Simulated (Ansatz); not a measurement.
Reaction (substitution at a C–C bond): `C[CH2][In]([NH2])[NH2]` + `[OH][Ti]12345678([F])([C@H]9[C@@H]1[C@@H]2[C@@H]3[C@H]94)[C@H]1[C@@H]5[C@@H]6[C@@H]7[C@H]18` → `C[O][Ti]12345678([F])([C@H]9[C@@H]1[C@@H]2[C@@H]3[C@H]94)[C@H]1[C@@H]5[C@@H]6[C@@H]7[C@H]18` + `[CH3][In]([NH2])[NH2]`

Calculated with Ansatz (gas phase, PBE0-D4/def2-TZVP geometries, no zero-point term in ΔE). CCSD(T)/CBS adds triple-zeta CCSD(T) − MP2 to the extrapolated MP2 energy (def2 sets, frozen cores). DFT in def2-TZVPP. HSE06 is defined as in plane-wave codes. def2 core potentials past Kr. For In, Ti outer-core shells are correlated without core-valence functions, which leaves a few kJ/mol of doubt a bond. Scalar relativity is left out up to krypton. Each species was taken in one conformer, which may not be the lowest.

| level | ΔE (kcal/mol) | difference from CCSD(T)/CBS |
| --- | --- | --- |
| B97M-V | 6.3 | -1.9 |
| CAM-B3LYP-D4 | 6.5 | -1.7 |
| ωB97X-V | 7.1 | -1.1 |
| PBE-QIDH | 8.3 | 0.1 |
| r2SCAN0 | 7.8 | -0.4 |
| HSE06 | 8.3 | 0.1 |
| LC-ωPBE | 8.6 | 0.4 |
| HF/def2-QZVPP | 6.5 | -1.7 |
| HF/CBS(def2) | 6.5 | -1.7 |
| MP2/CBS(def2) | 9.2 | 1.0 |
| CCSD(T)/CBS | 8.2 | 0 |

Largest T1 diagnostic among the species: 0.019.

Leaving LDA and LC-ωPBE aside and taking each functional with its dispersion term where it has one, the values, not all of them listed here, spread over 2.3 kcal/mol, from BLYP-D4 to PBE-QIDH. LDA lies −1.0 kcal/mol from PBE without D4. The D4 term adds −0.8 kcal/mol with B3LYP and −0.6 kcal/mol with PBE0; it sums over pairs of atoms, weighted by their polarisabilities, and B3LYP, whose exchange is more repulsive, gets the larger term.

CCSD(T)/CBS has its own doubt, a few kJ/mol and more with outer-core shells, so smaller differences from it don't rank the levels.

B3LYP here is the variant with VWN-RPA as its local correlation; programs differ in this.
